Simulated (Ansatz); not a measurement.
Species: C3H11NSi, net charge 0, singlet state. 
Coordinates optimised at B3LYP-D3(BJ)/def2-TZVP (Ansatz, a first-principles code):
SMILES: C[Si](C)(C)N
```xyz
16

C      1.7282    -0.0346    -0.6992
Si    -0.0007    -0.0125     0.0236
C     -1.1385    -0.9955    -1.1077
C     -0.6634     1.7344     0.1691
N      0.1121    -0.6493     1.6318
H      2.4102     0.5760    -0.1044
H      2.1303    -1.0507    -0.7322
H      1.7306     0.3497    -1.7219
H     -1.1792    -0.5589    -2.1093
H     -0.7970    -2.0287    -1.2095
H     -2.1583    -1.0218    -0.7153
H     -1.6498     1.7454     0.6402
H     -0.7675     2.1975    -0.8149
H      0.0015     2.3577     0.7701
H     -0.6661    -0.5633     2.2673
H      0.6116    -1.5084     1.8035
```

Wanted: atomisation energy (electronic, to ground-state atoms), in kcal/mol. Valence correlation only, unless marked. UHF or UKS for open shells. Spin-orbit coupling is left out. Non-relativistic unless marked X2C. The coupled-cluster limit lacks core correlation, which all-electron functionals hold. CBS(X,Y): correlation extrapolated as X^-3; Hartree-Fock from the larger set.

```json
[
 {"level": "revPBE-D4/def2-TZVPD", "program": "Ansatz + dftd4", "atomisation energy (kcal/mol)": "1419.6"}
]
```

Problem. What does CCSD(T)/CBS(cc-pV(T+d)Z,cc-pV(Q+d)Z) (Ansatz) give?

Solution. 1434.1 kcal/mol, so revPBE-D4/def2-TZVPD differs from it by -14.5 kcal/mol.
